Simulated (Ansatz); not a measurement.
Cartesian coordinates in Å:
```
C -1.143 1.065 -0.458
O -0.306 0.524 0.546
B 0.552 -0.488 0.293
S 0.671 -1.213 -1.375
S 1.593 -1.128 1.633
H -1.819 0.302 -0.855
H -1.731 1.861 -0.002
H -0.551 1.481 -1.278
H 1.613 -2.118 -1.071
H 1.121 -0.285 2.567
```

The species carries charge 0 and has multiplicity 1.

(1) List the PBE/def2-TZVPP orbital energies in eV (Ansatz). (An estimate is asked.)

Answers

(1) Computed: Occupied: -2395.86, -2395.69, -511.09, -270.49, -208.85, -208.69, -178.54, -155.00, -154.88, -154.84, -154.79, -154.72, -154.62, -26.29, -18.87, -18.12, -17.37, -13.27, -11.79, -11.52, -11.17, -10.23, -8.64, -8.51, -8.34, -7.45, -6.75, -6.12. Lowest empty: -0.75, -0.72, 0.01, 0.42, 1.04, 1.43, 2.02, 2.30.
